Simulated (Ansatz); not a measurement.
Program: Ansatz. Geometries: PBE0-D4/def2-TZVP. ΔE: electronic, gas phase. CCSD(T)/CBS is the MP2 limit (def2-TZVPP, def2-QZVPP) plus CCSD(T) − MP2 in def2-TZVPP, frozen cores. DFT in def2-TZVPP. B3LYP here is the variant with VWN-RPA as its local correlation; programs differ in this. One conformer a species, not always the lowest.

`C=C(F)[SiH](O)F` → `O/C(=C\F)[SiH2]F`  (isomerisation)

| level | ΔE (kcal/mol) | difference from CCSD(T)/CBS |
| --- | --- | --- |
| PBE-D4 | 38.5 | -4.7 |
| r2SCAN-D4 | 41.6 | -1.6 |
| PBE0-D4 | 40.0 | -3.2 |
| B3LYP-D4 | 41.5 | -1.7 |
| ωB97X-V | 41.0 | -2.2 |
| ωB97M-V | 42.5 | -0.7 |
| B2PLYP | 42.6 | -0.6 |
| PBE | 38.4 | -4.8 |
| r2SCAN | 41.6 | -1.6 |
| PBE0 | 39.9 | -3.3 |
| B3LYP | 41.3 | -1.9 |
| HF/def2-TZVPP | 44.0 | 0.8 |
| MP2/def2-TZVPP | 44.0 | 0.8 |
| SCS-MP2/def2-TZVPP | 43.3 | 0.1 |
| CCSD/def2-TZVPP | 43.2 | 0.0 |
| CCSD(T)/def2-TZVPP | 42.8 | -0.4 |
| HF/def2-QZVPP | 44.2 | 1.0 |
| MP2/def2-QZVPP | 44.4 | 1.2 |
| SCS-MP2/def2-QZVPP | 43.7 | 0.5 |
| HF/CBS(def2) | 44.2 | 1.0 |
| MP2/CBS(def2) | 44.5 | 1.3 |
| CCSD/CBS(def2) | 43.7 | 0.5 |
| CCSD(T)/CBS | 43.2 | 0 |

Largest T1 diagnostic among the species: 0.013.

From PBE to PBE0 (25 % exact exchange), in def2-TZVPP and without D4, ΔE moves by +1.5 kcal/mol.
